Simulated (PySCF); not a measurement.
# SbH, CCSD(T): how much the basis matters

PySCF, UHF reference; triplet, unpaired electrons π ↑↑; De to Sb + H without counterpoise correction. Frozen cores follow the default of each basis and core potential.

```tsv
basis	relativity	functions	Re (Å)	ωe (cm⁻¹)	De (eV)	frozen orbitals
def2-SVP	scalar-relativistic core potentials	31	1.724	1898	2.28	4
def2-SVPD	scalar-relativistic core potentials	40	1.725	1888	2.35	4
aug-cc-pVDZ-PP/aug-cc-pVDZ	scalar-relativistic core potentials	41	1.726	1884	2.38	4
cc-pVTZ-PP/cc-pVTZ	scalar-relativistic core potentials	53	1.715	1938	2.54	4
def2-TZVP	scalar-relativistic core potentials	56	1.712	1938	2.43	4
x2c-TZVPPall	spin-free X2C	74	1.708	1934	2.54	18
```

(1) How does each smaller set differ from the one with most functions, x2c-TZVPPall?

Correlated steps freeze the inner cores (4 to 18 orbitals); shallow outer-core shells are correlated. Correlated levels converge slowly with the basis: in double zeta they bind strong bonds too weakly, by up to about 1 eV, and carry superposition errors of some tenths. These are scalar-relativistic numbers at best; spin–orbit coupling would shift them, the dissociation energy most. The state was picked by a PBE0 search and need not be the measured ground state.

Results:

(1) def2-SVP: +1.6 pm, -1.9 % in ωe, -0.26 eV in De; def2-SVPD: +1.7 pm, -2.4 % in ωe, -0.19 eV in De; aug-cc-pVDZ-PP/aug-cc-pVDZ: +1.8 pm, -2.6 % in ωe, -0.16 eV in De; cc-pVTZ-PP/cc-pVTZ: +0.7 pm, +0.2 % in ωe, +0.00 eV in De; def2-TZVP: +0.4 pm, +0.2 % in ωe, -0.11 eV in De. All at CCSD(T); the set with most functions is neither the basis-set limit nor always the best. The rows treat relativity differently, so the differences are not basis effects alone.
